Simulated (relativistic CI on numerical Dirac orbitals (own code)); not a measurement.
**Ti²⁰⁺: what numerical and physical settings do to a radial Dirac CI calculation**

Reference input:

```
atom Ti  Z=22  charge=20  electrons=2
nucleus A=48  rms_radius_fm=3.5921
hamiltonian dirac-coulomb  breit=on  qed=on  c_scale=1
orbitals kli  potential=per-configuration
slater_scale 1
correlation none
mixing on
grid step=0.0125 r_max=5.3
scf mixing=0.4 start=green max_iterations=150 tolerance=2e-08 node_fill=0.05
configurations
  1s2
  1s 2s
  1s 2p
end
```

Computed lowest total energy -473.09298 Ha, first excitation 37913157.0 cm⁻¹, 21 SCF steps. Runs with settings changed; * marks those that are bad on purpose (the QED terms keep the true α when c is scaled):

| Changed | Outcome | Lowest level | ΔE (Ha) | First excitation (cm⁻¹) | SCF steps | Message |
| --- | --- | --- | --- | --- | --- | --- |
| start potential thomas-fermi, speed of light × 0.8 | converged | 1s2 1S_0 | -1.65 | 38020758.8 | 19 |  |
| Breit term off, QED terms off, grid step 0.04 | converged | 1s2 1S_0 | -0.296 | 37957806.3 | 21 |  |
| Slater scale 0.6 | converged | 1s2 1S_0 | -8.98e-08 | 37933574.2 | 21 |  |
| iteration limit 20, SCF mixing 0.9 | converged | 1s2 1S_0 | 5.68e-14 | 37913157.0 | 18 |  |
| node fill of the KLI weights 50 * | converged | 1s2 1S_0 | -1.9e-09 | 37922941.5 | 23 |  |
| nuclear radius 35.921 fm * | converged | 1s2 1S_0 | 0.15 | 37899204.8 | 21 |  |
